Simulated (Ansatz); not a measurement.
Cost and result up the ladder for As(SMe)3 (C₃H₉AsS₃) (16 atoms). Charge 0, multiplicity 1. Geometry: PBE-D4/def2-SVP.

```xyz
16

As   -0.1083   -0.0939   -0.1771
S     1.9082   -0.8579    0.5394
C     2.7038   -1.1318   -1.0906
H     2.1196   -1.8284   -1.7240
H     3.6920   -1.5865   -0.8826
H     2.8565   -0.1727   -1.6229
S    -1.0908   -0.0204    1.8704
C    -1.7382   -1.7355    1.9359
H    -2.4172   -1.9541    1.0880
H    -2.3126   -1.8159    2.8794
H    -0.9100   -2.4704    1.9577
S     0.4670    2.1027   -0.2595
C    -1.0662    2.7698   -1.0142
H    -1.2895    2.2915   -1.9884
H    -0.8861    3.8495   -1.1829
H    -1.9281    2.6540   -0.3285
```

Ansatz on 4 threads of Arm Neoverse V1 on a shared host. Times are rough, and most runs start from the orbitals of an earlier one. PBE0-D4/def2-TZVPD serves as the yardstick here, not as an exact answer. Differences are given only for rows in sets of like size (and for xTB, whose basis is part of the method), since another set adds its own error. Binding counts from free atoms at the same level (As quartet, S triplet, C triplet, H doublet; other spins of the atoms weren't run), without zero-point energy or a counterpoise term.

The 6-31G sets use Cartesian d functions. B3LYP takes the VWN-RPA correlation. Correlated methods freeze 27 core orbitals; core or outer-core shells of As are correlated, in sets that lack core-valence functions. The rows differ in basis, and correlated rows in double-zeta sets carry the largest basis error.

Correlated methods converge slowly with the basis, most of all in double-zeta sets.

```json
{"level": "HF/6-31G", "functions": "113", "wall time": "1.4 s"}
{"level": "PBE-D4/def2-SVP", "functions": "173", "wall time": "2.5 s"}
{"level": "B3LYP-D4/6-31G", "functions": "113", "wall time": "2.7 s"}
{"level": "PBE0-D4/def2-SVP", "functions": "173", "wall time": "4.1 s"}
{"level": "PBE-D4/def2-TZVP", "functions": "306", "wall time": "5 s"}
{"level": "BLYP-D4/def2-TZVP", "functions": "306", "wall time": "5.5 s"}
{"level": "PBE-D4/def2-TZVPD", "functions": "384", "wall time": "10 s"}
{"level": "r2SCAN-D4/def2-TZVP", "functions": "306", "wall time": "11 s"}
{"level": "B3LYP-D4/def2-TZVP", "functions": "306", "wall time": "11 s"}
{"level": "PBE0-D4/def2-TZVP (with forces)", "functions": "306", "wall time": "17 s"}
{"level": "PBE0-D4/def2-TZVPD", "functions": "384", "wall time": "19 s"}
{"level": "B3LYP-D4/def2-TZVPD", "functions": "384", "wall time": "21 s"}
{"level": "B97M-V/def2-TZVP", "functions": "306", "wall time": "23 s"}
{"level": "CCSD(T)/def2-SVP", "functions": "173", "wall time": "88 s"}
```

Estimate what each level gives for the binding energy per atom (eV).


```json
{"level": "HF/6-31G", "binding energy per atom (eV)": "2.22", "difference from PBE0-D4/def2-TZVPD (eV)": "–"}
{"level": "PBE-D4/def2-SVP", "binding energy per atom (eV)": "3.68", "difference from PBE0-D4/def2-TZVPD (eV)": "–"}
{"level": "B3LYP-D4/6-31G", "binding energy per atom (eV)": "3.39", "difference from PBE0-D4/def2-TZVPD (eV)": "–"}
{"level": "PBE0-D4/def2-SVP", "binding energy per atom (eV)": "3.60", "difference from PBE0-D4/def2-TZVPD (eV)": "–"}
{"level": "PBE-D4/def2-TZVP", "binding energy per atom (eV)": "3.68", "difference from PBE0-D4/def2-TZVPD (eV)": "0.07"}
{"level": "BLYP-D4/def2-TZVP", "binding energy per atom (eV)": "3.59", "difference from PBE0-D4/def2-TZVPD (eV)": "-0.02"}
{"level": "PBE-D4/def2-TZVPD", "binding energy per atom (eV)": "3.68", "difference from PBE0-D4/def2-TZVPD (eV)": "0.07"}
{"level": "r2SCAN-D4/def2-TZVP", "binding energy per atom (eV)": "3.60", "difference from PBE0-D4/def2-TZVPD (eV)": "-0.01"}
{"level": "B3LYP-D4/def2-TZVP", "binding energy per atom (eV)": "3.59", "difference from PBE0-D4/def2-TZVPD (eV)": "-0.02"}
{"level": "PBE0-D4/def2-TZVP (with forces)", "binding energy per atom (eV)": "3.61", "difference from PBE0-D4/def2-TZVPD (eV)": "0.00"}
{"level": "PBE0-D4/def2-TZVPD", "binding energy per atom (eV)": "3.61", "difference from PBE0-D4/def2-TZVPD (eV)": "0.00"}
{"level": "B3LYP-D4/def2-TZVPD", "binding energy per atom (eV)": "3.59", "difference from PBE0-D4/def2-TZVPD (eV)": "-0.02"}
{"level": "B97M-V/def2-TZVP", "binding energy per atom (eV)": "3.61", "difference from PBE0-D4/def2-TZVPD (eV)": "0.00"}
{"level": "CCSD(T)/def2-SVP", "binding energy per atom (eV)": "3.32", "difference from PBE0-D4/def2-TZVPD (eV)": "–"}
```
